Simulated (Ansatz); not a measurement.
Species: H3SiOBr, charge 0, singlet. H3SiOBr (bromo(hydroxy)silane, SMILES O[SiH2]Br).
B3LYP-D3(BJ)/def2-TZVP minimum from Ansatz (a program for electronic structure):
```xyz
6

Si     0.3655    -1.1416    -0.2588
O      1.9581    -0.9023    -0.5542
Br    -0.6632     0.7827     0.2441
H     -0.2098    -1.6695    -1.5031
H      0.1371    -2.0311     0.8960
H      2.5037    -0.4915     0.1217
```

Total energies in hartree (Ansatz). Open shells are spin-unrestricted; no spin-orbit coupling. Correlated methods leave the cores frozen (noble-gas shells, and filled d and f shells in the p block). No relativity. Where a partner has so few electrons that a lower coupled-cluster level is exact, that level stands in. Spin-orbit terms, left out, reach several kcal/mol for Br and I, and more for heavier atoms.

```csv
species,HF/def2-TZVPP,CCSD(T)/def2-TZVPP,HF/def2-QZVPP,CCSD(T)/def2-QZVPP,CCSD(T)/def2-SVP,CCSDT(Q)/def2-SVP
"1: H3SiOBr (bromo(hydroxy)silane, SMILES O[SiH2]Br)",-2938.10661,-2938.68318,-2938.16917,-2938.79223,-2938.02635,-2938.02800
2: Si (triplet),-288.85084,-288.92770,-288.85873,-288.93839,-288.81556,-288.81596
3: O (triplet),-74.81563,-74.97674,-74.81863,-74.99407,-74.83747,-74.83766
4: Br (doublet),-2572.39810,-2572.55635,-2572.44770,-2572.62201,-2572.19581,-2572.19614
5: H (doublet),-0.49981,-0.49981,-0.49998,-0.49998,-0.49928,-0.49928
```

Q: Work out the atomisation energy (electronic, to ground-state atoms) in kcal/mol: take Hartree-Fock from def2-QZVPP, extrapolate the CCSD(T) correlation energy as X^-3 (X = 3, 4), and add CCSDT(Q) - CCSD(T) in def2-SVP. 1 hartree = 627.51 kcal/mol.

A: 
Species 1: correlation (64·(-0.62306) - 27·(-0.57657))/37 = -0.65699; step -0.00165; E1 = -2938.16917 + (-0.65699) + (-0.00165) = -2938.82781
Species 2: correlation (64·(-0.07966) - 27·(-0.07686))/37 = -0.08170; step -0.00040; E2 = -288.85873 + (-0.08170) + (-0.00040) = -288.94083
Species 3: correlation (64·(-0.17544) - 27·(-0.16111))/37 = -0.18590; step -0.00019; E3 = -74.81863 + (-0.18590) + (-0.00019) = -75.00472
Species 4: correlation (64·(-0.17431) - 27·(-0.15825))/37 = -0.18603; step -0.00033; E4 = -2572.44770 + (-0.18603) + (-0.00033) = -2572.63406
Species 5: correlation (64·(0.00000) - 27·(0.00000))/37 = 0.00000; step +0.00000; E5 = -0.49998 + (0.00000) + (+0.00000) = -0.49998
-1·E1 +1·E2 +1·E3 +1·E4 +3·E5 = 0.74826 hartree = 469.5 kcal/mol.
